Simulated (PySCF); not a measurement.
SMILES [SiH2](c1cccs1)[Si](F)(F)F (C4H5F3SSi2) (GFN2-xTB optimised geometry):

```
15

F     -0.411    -3.378    -1.221
Si    -0.085    -2.410     0.000
F     -0.410    -3.343     1.249
F      1.507    -2.410     0.000
Si    -1.158    -0.394     0.000
C      0.072     1.017    -0.073
C      0.615     1.737     0.954
C      1.535     2.719     0.536
C      1.690     2.740    -0.814
S      0.715     1.564    -1.593
H     -2.056    -0.292    -1.159
H     -1.936    -0.226     1.236
H      0.355     1.566     1.984
H      2.056     3.378     1.207
H      2.318     3.378    -1.403
```

Level of theory: PBE0/def2-TZVP (PySCF 2.14.0).

What are the frontier orbital energies and the dipole moment?

HOMO-2 -9.81 eV, HOMO-1 -7.72 eV, HOMO -7.34 eV, LUMO -1.36 eV, LUMO+1 -0.92 eV; dipole moment 3.90 D.

Meta-Löwdin charges at PBE0/def2-TZVP: F1 -0.49, Si2 1.44, F3 -0.49, F4 -0.49, Si5 0.33, C6 -0.37, C7 -0.13, C8 -0.15, C9 -0.26, S10 0.30, H11 -0.06, H12 -0.06, H13 0.13, H14 0.14, H15 0.15.
